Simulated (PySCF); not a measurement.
PySCF input for SbF₄, SMILES [F][Sb]([F])([F])[F], multiplicity 2, TDA-LC-ωPBE/def2-SVPD. Geometry optimised at B3LYP-D3(BJ)/def2-SVP. The multiplicity is an assumed one; other spin states were not compared. The isomer is the one that the SMILES or the coordinates give; other isomers of the formula were not compared. The def2 effective core potentials stand for the cores of Sb; spin–orbit coupling is left out.

```python
import numpy as np
from pyscf import gto, scf, dft, tdscf

mol = gto.M(
    atom='''
    Sb   -0.00000000    0.00000000   -0.18724200
    F     1.45155490   -0.00000001    1.05574708
    F    -0.00000002   -1.94264354   -0.52522810
    F    -1.45155488    0.00000001    1.05574710
    F    -0.00000000    1.94264354   -0.52522810
    ''',
    basis='def2-SVPD',
    ecp={'Sb': 'def2-svp'},
    charge=0,
    spin=1,
    max_memory=1600,
    verbose=4,
)
mf = dft.UKS(mol, xc='lc_wpbe').density_fit(auxbasis='def2-universal-jkfit')
mf.grids.level = 3
mf.conv_tol = 1e-9
mf.max_cycle = 100
mf.kernel()
fine, coarse = mf.grids, dft.Grids(mol).set(level=1).build(with_non0tab=True)
for _ in range(3):  # follow internal instabilities
    mf.grids = coarse
    mo, _, stable, _ = mf.stability(return_status=True, nroots=4)
    mf.grids = fine
    if stable:
        break
    mf.kernel(mf.make_rdm1(mo, mf.mo_occ))
mf.grids = dft.Grids(mol).set(level=1).build(with_non0tab=True)  # coarser grid for the response kernel
td = tdscf.TDA(mf)
td.nstates = 10
td.conv_tol = 1e-4
td.kernel(x0=td.get_init_guess(mf, 15))
td.analyze(verbose=3)
```

It prints:

```
PySCF version 2.14.0

[INPUT] verbose = 4
[INPUT] num. atoms = 5
[INPUT] num. electrons = 59
[INPUT] charge = 0
[INPUT] spin (= nelec alpha-beta = 2S) = 1
[INPUT] symmetry False subgroup None
[INPUT] Mole.unit = angstrom
[INPUT] Symbol           X                Y                Z      unit          X                Y                Z       unit  Magmom
[INPUT]  1 Sb     0.000000000000   0.000000000000  -0.187242000000 AA    0.000000000000   0.000000000000  -0.353836099016 Bohr   0.0
[INPUT]  2 F      1.451554900000  -0.000000010000   1.055747080000 AA    2.743041215770  -0.000000018897   1.995072838009 Bohr   0.0
[INPUT]  3 F     -0.000000020000  -1.942643540000  -0.525228100000 AA   -0.000000037795  -3.671064248256  -0.992537261926 Bohr   0.0
[INPUT]  4 F     -1.451554880000   0.000000010000   1.055747100000 AA   -2.743041177976   0.000000018897   1.995072875804 Bohr   0.0
[INPUT]  5 F      0.000000000000   1.942643540000  -0.525228100000 AA    0.000000000000   3.671064248256  -0.992537261926 Bohr   0.0

nuclear repulsion = 310.7674488123
number of shells = 48
number of NR pGTOs = 199
number of NR cGTOs = 124
basis = def2-SVPD
ecp = {'Sb': 'def2-svp'}


******** <class 'pyscf.df.df_jk.DFUKS'> ********
method = DFUKS
initial guess = minao
damping factor = 0
level_shift factor = 0
DIIS = <class 'pyscf.scf.diis.CDIIS'>
diis_start_cycle = 1
diis_space = 8
diis_damp = 0
SCF conv_tol = 1e-09
SCF conv_tol_grad = None
SCF max_cycles = 100
direct_scf = False
number electrons alpha = 30  beta = 29
XC library pyscf.dft.libxc version 7.1.2
    S. Lehtola, C. Steigemann, M. J. T. Oliveira, and M. A. L. Marques,  SoftwareX 7, 1–5 (2018)
XC functionals = lc_wpbe
    O. A. Vydrov and G. E. Scuseria,  J. Chem. Phys. 125, 234109 (2006)
radial grids:
    Treutler-Ahlrichs [JCP 102, 346 (1995); DOI:10.1063/1.469408] (M4) radial grids

becke partition: Becke, JCP 88, 2547 (1988); DOI:10.1063/1.454033
pruning grids: <function nwchem_prune>
grids dens level: 3
symmetrized grids: False
atomic radii adjust function: <function treutler_atomic_radii_adjust>
small_rho_cutoff = 0
Set gradient conv threshold to 3.16228e-05
tot grids = 79008
Create RSH-DF object <pyscf.df.df.DF object> for omega=0.4
******** <class 'pyscf.df.df.DF'> ********
auxbasis = auxmol.basis = def2-universal-jkfit
init E= -612.935539946074
  alpha nocc = 30  HOMO = -0.877361317816781  LUMO = -0.659059631729924
  beta  nocc = 29  HOMO = -0.968430483177793  LUMO = -0.877361317816781

WARN: HOMO -0.877361317816781 >= LUMO -0.877361317816781

cycle= 1 E= -638.548987968492  delta_E= -25.6  |g|= 1.41  |ddm|=  8.1
  alpha nocc = 30  HOMO = -0.267455402320476  LUMO = 0.102081701383157
  beta  nocc = 29  HOMO = -0.491144891925424  LUMO = -0.054858463624555
  HOMO = -0.26745540232  LUMO = -0.0548584636246  gap/eV = 5.78506
cycle= 2 E= -639.040492826894  delta_E= -0.492  |g|= 0.741  |ddm|= 5.01
  alpha nocc = 30  HOMO = -0.405441979529765  LUMO = 0.0331686487797162
  beta  nocc = 29  HOMO = -0.512574468045738  LUMO = -0.134185510421204
  HOMO = -0.40544197953  LUMO = -0.134185510421  gap/eV = 7.38126
cycle= 3 E= -639.173614351725  delta_E= -0.133  |g|= 0.201  |ddm|= 1.12
  alpha nocc = 30  HOMO = -0.437525822442279  LUMO = 0.024577153498558
  beta  nocc = 29  HOMO = -0.558613633068755  LUMO = -0.156428961550326
  HOMO = -0.437525822442  LUMO = -0.15642896155  gap/eV = 7.64904
cycle= 4 E= -639.186065393257  delta_E= -0.0125  |g|= 0.0496  |ddm|= 0.15
  alpha nocc = 30  HOMO = -0.441943012714603  LUMO = 0.0226688180629251
  beta  nocc = 29  HOMO = -0.553972207927406  LUMO = -0.151261991993955
  HOMO = -0.441943012715  LUMO = -0.151261991994  gap/eV = 7.90983
cycle= 5 E= -639.187220094115  delta_E= -0.00115  |g|= 0.0098  |ddm|= 0.0652
  alpha nocc = 30  HOMO = -0.443432850216347  LUMO = 0.0230981004662177
  beta  nocc = 29  HOMO = -0.554524726574124  LUMO = -0.151026446180541
  HOMO = -0.443432850216  LUMO = -0.151026446181  gap/eV = 7.95678
cycle= 6 E= -639.187331349126  delta_E= -0.000111  |g|= 0.00836  |ddm|= 0.0283
  alpha nocc = 30  HOMO = -0.443684012304093  LUMO = 0.0232177817966946
  beta  nocc = 29  HOMO = -0.554652836341131  LUMO = -0.150195416936885
  HOMO = -0.443684012304  LUMO = -0.150195416937  gap/eV = 7.98623
cycle= 7 E= -639.187389081947  delta_E= -5.77e-05  |g|= 0.00198  |ddm|= 0.0188
  alpha nocc = 30  HOMO = -0.443817825210463  LUMO = 0.0233044044027166
  beta  nocc = 29  HOMO = -0.554525754938262  LUMO = -0.149982641272988
  HOMO = -0.44381782521  LUMO = -0.149982641273  gap/eV = 7.99566
cycle= 8 E= -639.187403644771  delta_E= -1.46e-05  |g|= 0.000655  |ddm|= 0.0137
  alpha nocc = 30  HOMO = -0.443815814395155  LUMO = 0.0233099496101741
  beta  nocc = 29  HOMO = -0.55455281261949  LUMO = -0.14995683972128
  HOMO = -0.443815814395  LUMO = -0.149956839721  gap/eV = 7.99631
cycle= 9 E= -639.187404930388  delta_E= -1.29e-06  |g|= 0.000193  |ddm|= 0.00405
  alpha nocc = 30  HOMO = -0.443775804408812  LUMO = 0.0233290802742403
  beta  nocc = 29  HOMO = -0.554554637848417  LUMO = -0.149965467446915
  HOMO = -0.443775804409  LUMO = -0.149965467447  gap/eV = 7.99499
cycle= 10 E= -639.187404817374  delta_E= 1.13e-07  |g|= 6.46e-05  |ddm|= 0.000884
  alpha nocc = 30  HOMO = -0.443782792128403  LUMO = 0.0233197935973762
  beta  nocc = 29  HOMO = -0.554557662571454  LUMO = -0.149980709834004
  HOMO = -0.443782792128  LUMO = -0.149980709834  gap/eV = 7.99476
cycle= 11 E= -639.18740482997  delta_E= -1.26e-08  |g|= 2.52e-05  |ddm|= 0.000302
  alpha nocc = 30  HOMO = -0.443779581352761  LUMO = 0.0233220862894447
  beta  nocc = 29  HOMO = -0.554555579387024  LUMO = -0.149978043666326
  HOMO = -0.443779581353  LUMO = -0.149978043666  gap/eV = 7.99475
cycle= 12 E= -639.187404832024  delta_E= -2.05e-09  |g|= 1.01e-05  |ddm|= 0.000129
  alpha nocc = 30  HOMO = -0.443781442980214  LUMO = 0.0233211964270276
  beta  nocc = 29  HOMO = -0.554556240743939  LUMO = -0.149978444825596
  HOMO = -0.44378144298  LUMO = -0.149978444826  gap/eV = 7.99479
cycle= 13 E= -639.187404832328  delta_E= -3.04e-10  |g|= 4.44e-06  |ddm|= 4.75e-05
  alpha nocc = 30  HOMO = -0.443780735967774  LUMO = 0.0233216154864179
  beta  nocc = 29  HOMO = -0.554555094050542  LUMO = -0.149977393964427
  HOMO = -0.443780735968  LUMO = -0.149977393964  gap/eV = 7.99480
Extra cycle  E= -639.187404832359  delta_E= -3.09e-11  |g|= 3.34e-06  |ddm|= 1.15e-05
converged SCF energy = -639.187404832359  <S^2> = 0.7582606  2S+1 = 2.0082436
tot grids = 29232
uhf_internal: lowest eigs of H = [0.30909601 0.30958375 0.31436173 0.32180217]
<class 'pyscf.df.df_jk.DFUKS'> wavefunction is stable in the internal stability analysis
tot grids = 29232


******** <class 'pyscf.tdscf.uks.TDA'> for <class 'pyscf.df.df_jk.DFUKS'> ********
nstates = 10
deg_eia_thresh = 1.000e-03
wfnsym = None
conv_tol = 0.0001
eigh lindep = 1e-12
eigh level_shift = 0
eigh max_cycle = 100


Excitation energies (eV)
[4.34528222 4.3690977  4.46442921 4.51901591 5.41308374 5.43289757
 5.6101574  5.67367705 5.70111571 6.34738699]

** Excitation energies and oscillator strengths **
Excited State   1:      4.34528 eV    285.33 nm  f=0.0000
Excited State   2:      4.36910 eV    283.78 nm  f=0.0045
Excited State   3:      4.46443 eV    277.72 nm  f=0.0045
Excited State   4:      4.51902 eV    274.36 nm  f=0.0062
Excited State   5:      5.41308 eV    229.05 nm  f=0.0885
Excited State   6:      5.43290 eV    228.21 nm  f=0.0051
Excited State   7:      5.61016 eV    221.00 nm  f=0.0921
Excited State   8:      5.67368 eV    218.53 nm  f=0.0143
Excited State   9:      5.70112 eV    217.47 nm  f=0.0000
Excited State  10:      6.34739 eV    195.33 nm  f=0.0392
```

Self-consistency was reached.
